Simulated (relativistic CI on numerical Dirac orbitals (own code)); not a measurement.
Calculated at this level of theory: Dirac-Coulomb-Breit CI, separate exchange-only KLI orbitals for each configuration, QED by a radiative potential, unscaled Slater integrals (own radial code, finite nucleus).

Configuration list (outside the closed core [Ar] 3d10): 4s²4p⁶4d⁸, 4s²4p⁶4d⁷4f, 4s²4p⁵4d⁹, 4s4p⁶4d⁹, 4s²4p⁵4d⁸4f, 4s4p⁶4d⁸4f, 4s²4p⁶4d⁷5s, 4s²4p⁶4d⁶4f5s, 4s²4p⁶4d⁷5p, 4s²4p⁵4d⁸5s, 4s²4p⁶4d⁷5f, 4s²4p⁶4d⁶5s5p, 4p⁶4d⁹4f, 4s4p⁶4d⁷4f5s, 4s²4p⁵4d⁸5d, 4s²4p⁶4d⁷6p, 4s4p⁶4d⁸5p, 4s²4p⁶4d⁷6f, 4p⁶4d⁹5p, 4s²4p⁵4d⁸5g, 4s²4p⁵4d⁸6s, 4s²4p⁶4d⁷7p, 4p⁶4d⁸4f5s, 4p⁶4d¹⁰, 4p⁵4d¹⁰4f, 4p⁶4d⁹5s, 4p⁵4d¹⁰5s, 4p⁵4d⁹4f5s. Double excitations out of closed p, d and f shells are left out; levels of such configurations are missing from the list, as are those of other unlisted configurations, and high levels can miss mixing partners. These lack a partner that the ground configuration has and come out too high: 4s²4p⁵4d⁸5d, 4s²4p⁵4d⁸5g, 4s²4p⁵4d⁸6s.

At this charge energies of transitions that change n are usually good to better than 1 %, and those within a shell (Δn = 0) to a few per cent. Terms inside the open d or f shell come out 10 to 20 % too wide with unscaled integrals.

Outline of the computed level scheme of Au XXXVI. Lowest level of each configuration: 4s²4p⁶4d⁸ ³F4 at 0.000 eV; 4s²4p⁵4d⁹ ¹D°2 at 209.725 eV; 4s²4p⁶4d⁷4f ³G°4 at 216.303 eV.

Some strong electric-dipole decays among the lowest 45 levels: 4s²4p⁶4d⁷4f ⁵H°5 → 4s²4p⁶4d⁸ ³F4 (8.0e+10 s⁻¹); 4s²4p⁶4d⁷4f ³F°4 → 4s²4p⁶4d⁸ ³F4 (7.1e+10 s⁻¹); 4s²4p⁶4d⁷4f ³F°3 → 4s²4p⁶4d⁸ ³F4 (5.8e+10 s⁻¹); 4s²4p⁶4d⁷4f ³P°1 → 4s²4p⁶4d⁸ ¹D2 (5.0e+10 s⁻¹); 4s²4p⁵4d⁹ ³D°3 → 4s²4p⁶4d⁸ ³F4 (4.8e+10 s⁻¹); 4s²4p⁵4d⁹ ¹D°2 → 4s²4p⁶4d⁸ ¹D2 (4.5e+10 s⁻¹); 4s²4p⁵4d⁹ ³P°0 → 4s²4p⁶4d⁸ ³P1 (4.4e+10 s⁻¹); 4s²4p⁵4d⁹ ³D°2 → 4s²4p⁶4d⁸ ³F3 (3.1e+10 s⁻¹).

LS names give the leading component of a level, which can be under half, so a name can repeat, a term be missing and a line seem to break the LS rules.
